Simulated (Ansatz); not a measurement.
Program: Ansatz 0.2.0.

A structure relaxed at PBE0-D4/def2-TZVP, charge 0, multiplicity 2:

```tsv
atom	x (Å)	y (Å)	z (Å)
O1	-0.8541	-1.0282	-1.2490
Si2	-0.2611	0.3944	-0.7578
O3	1.1452	0.6703	-1.5186
F4	-1.2521	1.5862	-1.1008
O5	-0.1218	0.3544	0.8452
Si6	-0.2333	-0.5966	2.1821
H7	-0.7969	-1.2496	-2.1789
H8	1.5046	1.5581	-1.5087
H9	0.5237	-1.8642	1.9694
H10	0.3457	0.1751	3.3171
```

(1) Give its formula and SMILES.

(2) Summarise the bond lengths by kind.

## Answers

(1) FH4O3Si2, `O[Si](O)(F)O[SiH2]`.

(2) 4 × O–Si 1.610 to 1.644 Å; 2 × H–O 0.958 Å; 1 × F–Si 1.587 Å; 2 × H–Si 1.490 to 1.492 Å.
